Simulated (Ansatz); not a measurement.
`F[BH][GeH2][SH]` + `[OH][GeH3]` → `FB[O][GeH3]` + `[SH][GeH3]` at 600 K and 1 bar (cleavage of the B–Ge bond).

Computed with Ansatz on PBE0-D4/def2-TZVP structures; ΔE is electronic, products minus reactants. CCSD(T)/CBS is the MP2 limit (def2-TZVPP, def2-QZVPP) plus CCSD(T) − MP2 in def2-TZVPP, frozen cores. For Ge outer-core shells are correlated without core-valence functions, which leaves a few kJ/mol of doubt a bond. Scalar relativity is left out up to krypton. Each species was taken in one conformer, which may not be the lowest.

```tsv
species	CCSD(T)/CBS energy (Eh)	H − E (kJ/mol)	S (J/(mol·K))
`F[BH][GeH2][SH]`	-2600.93372	162.1	436.9
`[OH][GeH3]`	-2153.69723	132.5	324.6
`FB[O][GeH3]`	-2278.39547	165.6	403.3
`[SH][GeH3]`	-2476.30083	123.6	342.5
```

H − E and S are ideal-gas, rigid-rotor, harmonic terms from PBE0-D4/def2-TZVP, for one conformer and one mirror image of each species. 1 Eh = 2625.50 kJ/mol, R = 8.31446 J/(mol·K).

**Question.** By hand: ΔE, ΔH, ΔS and ΔG.

**Answer.** ΔE = (-2278.39547) + (-2476.30083) − (-2600.93372) − (-2153.69723) = -0.06535 Eh = -171.6 kJ/mol. Δ(H − E) = 165.6 + 123.6 − 162.1 − 132.5 = -5.4, so ΔH = -177.0 kJ/mol. ΔS = 403.3 + 342.5 − 436.9 − 324.6 = -15.7 J/(mol·K). ΔG = -177.0 − 600 × (-15.7)/1000 = -167.6 kJ/mol.

**Question.** By hand: the equilibrium constant, and the temperature at which ΔG would vanish if ΔH and ΔS stayed fixed.

**Answer.** log₁₀ K = −ΔG/(RT ln 10) = 14.6. ΔG = 0 at ΔH/ΔS = 11274 K, far beyond where these terms or the molecules hold.

ΔH outweighs TΔS. A doubt of 5 kJ/mol in ΔE shifts log₁₀ K by 0.4 here. Other conformers and mirror images would add mixing entropy, several J/(mol·K) or more a flexible species. Modes under 60 cm⁻¹, often nearly free rotors, make the harmonic entropy too high. These are equilibria of isolated gas molecules and say nothing of rates. Largest T1 diagnostic: 0.013 (customary marks: 0.02 for closed shells, 0.045 for open ones).
